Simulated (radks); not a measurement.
Mo4+, configuration [Kr] 4d2.

All-electron calculation, Dirac Kohn-Sham, BP86, spin-unpolarised, spherical densities, point nucleus; open shells fill j = l - 1/2 first. Program: a radial shooting solver on a logarithmic mesh with Libxc functionals.

Energy parts (eV):
total: -110119.692
kinetic: 114194.959
electron-nucleus: -264210.808
Hartree: 43246.298
exchange-correlation: -3350.141

Orbitals (lengths in bohr, moments of r in powers of bohr; <r^-3> diverges for s and p1/2; r(90%) holds 90 % of the orbital's charge):
| orbital | occ. | eigenvalue (eV) | r(90%) | <r^-3> | <r> | <r^2> | small-component weight |
|---|---|---|---|---|---|---|---|
| 1s1/2 | 2 | -19866.30 | 0.0630 | - | 0.03516 | 0.001668 | 2.35e-02 |
| 2s1/2 | 2 | -2847.557 | 0.237 | - | 0.1534 | 0.02779 | 4.81e-03 |
| 2p1/2 | 2 | -2623.503 | 0.214 | - | 0.1307 | 0.02098 | 4.82e-03 |
| 2p3/2 | 4 | -2516.898 | 0.220 | 2397 | 0.1353 | 0.02235 | 4.66e-03 |
| 3s1/2 | 2 | -525.0929 | 0.634 | - | 0.4286 | 0.2105 | 1.28e-03 |
| 3p1/2 | 2 | -439.8753 | 0.640 | - | 0.4232 | 0.2086 | 1.23e-03 |
| 3p3/2 | 4 | -422.3078 | 0.655 | 400.3 | 0.4337 | 0.2189 | 1.19e-03 |
| 3d3/2 | 4 | -271.7359 | 0.660 | 58.43 | 0.4129 | 0.2051 | 1.07e-03 |
| 3d5/2 | 6 | -268.4074 | 0.665 | 55.71 | 0.4163 | 0.2084 | 1.06e-03 |
| 4s1/2 | 2 | -111.2773 | 1.58 | - | 1.087 | 1.336 | 3.00e-04 |
| 4p1/2 | 2 | -86.4791 | 1.73 | - | 1.176 | 1.574 | 2.58e-04 |
| 4p3/2 | 4 | -83.8044 | 1.76 | 61.21 | 1.202 | 1.644 | 2.49e-04 |
| 4d3/2 | 2 | -46.4933 | 2.29 | 5.851 | 1.508 | 2.641 | 1.60e-04 |
| 4d5/2 | 0 | -46.1670 | 2.31 | 5.575 | 1.518 | 2.674 | 1.59e-04 |
| 4f5/2 | 0 | -17.9335 | 4.67 | 0.1505 | 2.998 | 10.54 | 3.68e-05 |
| 4f7/2 | 0 | -17.9291 | 4.67 | 0.1499 | 3.000 | 10.55 | 3.67e-05 |
| 5s1/2 | 0 | -36.2578 | 3.56 | - | 2.503 | 7.004 | 7.76e-05 |
| 5p1/2 | 0 | -29.5187 | 4.03 | - | 2.819 | 8.909 | 6.42e-05 |
| 5p3/2 | 0 | -28.9884 | 4.10 | 12.21 | 2.868 | 9.220 | 6.25e-05 |

The highest occupied level is 4d3/2 at -46.493 eV. Summed over all electrons, <r^2> = 21.65 bohr^2, which gives a Langevin (diamagnetic) susceptibility term of -17.1 x 10^-6 cm^3/mol. The density falls to 0.001 e/bohr^3 at r = 3.02 bohr.
